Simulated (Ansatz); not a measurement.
C₂H₄BBrO, SMILES `B/C(Br)=C/O` at its PBE0-D4/def2-TZVP geometry, where that method's forces vanish. The species carries charge 0 and has multiplicity 1.

```xyz
9

B     1.3645   -0.8746    0.0893
C    -0.0506   -0.3767    0.0160
Br   -1.5625   -1.5470    0.0178
C    -0.3431    0.9440   -0.0566
O    -1.5366    1.4911   -0.1244
H     2.2294   -0.0458    0.0808
H     1.6330   -2.0345    0.1534
H     0.4640    1.6694   -0.0622
H    -2.1981    0.7742   -0.1140
```

Task: What forces (eV/Å) does r2SCAN-D4/def2-TZVPP give on these atoms in Ansatz? (Best estimate.)

Result: The calculation gave: 
```
B1   0.030 -0.064  0.004
C2   0.330 -0.062  0.015
Br3 -0.212 -0.150  0.000
C4   0.202  0.101  0.002
O5  -0.250  0.226 -0.019
H6  -0.034 -0.021  0.000
H7  -0.010  0.043 -0.002
H8  -0.021  0.002 -0.001
H9  -0.035 -0.074  0.002
```
